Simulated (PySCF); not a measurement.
`InChI=1S/C4H5BrF2/c5-4(7)2-1-3(2)6/h2-4H,1H2/t2-,3+,4-/m0/s1`

Cartesian coordinates in Å; atom numbers follow the order of the lines, from 1:
```xyz
12

F     2.406   -0.221    0.413
C     1.337    0.424   -0.109
Br    1.571    2.347    0.281
C     0.060   -0.078    0.491
C    -1.246    0.332   -0.137
C    -0.765   -1.071   -0.281
F    -0.310   -1.459   -1.502
H     1.374    0.323   -1.199
H     0.105   -0.189    1.567
H    -2.090    0.530    0.504
H    -1.196    0.962   -1.012
H    -1.245   -1.901    0.221
```

Computed with PySCF 2.14.0, TDDFT BHandHLYP/def2-SVPD circular dichroism and optical rotation, one conformer, gas phase. Geometry: GFN2-xTB.

The molecule is flexible and this is one conformer; a measurement averages over conformers. The calculation is non-relativistic, which matters for the atoms heavier than Zn. States above about 9.3 eV (minus the energy of the highest occupied orbital) lie near or above the ionisation threshold and depend on the basis. Singlets 9 and 10 lie within 0.01 eV of each other, so their separate moments and overlaps can depend on how they mix.

**Question.** Draw the ECD and absorption spectra from the lowest 16 states, each a Gaussian of half-width 0.35 eV at 1/e height.

**Answer.** 
```tsv
E (eV)	λ (nm)	Δε (L mol⁻¹ cm⁻¹)	ε (L mol⁻¹ cm⁻¹)
5.73	216	+0.25	17.7
5.88	211	+0.70	53.5
6.03	206	+1.36	115
6.18	201	+1.82	178
6.33	196	+1.69	197
6.48	191	+1.07	158
6.63	187	+0.47	91
6.78	183	+0.14	37.7
6.93	179	+0.03	11.9
7.08	175	+0.07	11.2
7.23	172	+0.52	72
7.38	168	+2.89	405
7.53	165	+10.94	1610
7.68	161	+28.46	4540
7.83	158	+50.32	9300
7.98	155	+59.42	14200
8.13	153	+45.06	17000
8.28	150	+20.07	16700
8.43	147	+4.87	13900
8.58	145	+3.54	10300
8.73	142	+6.54	6980
8.88	140	+4.71	4700
9.03	137	-5.91	3450
9.18	135	-22.76	3020
```
Δε uses R in velocity form, ε uses f in length form. Only the states computed contribute, so the short-wavelength end is incomplete.
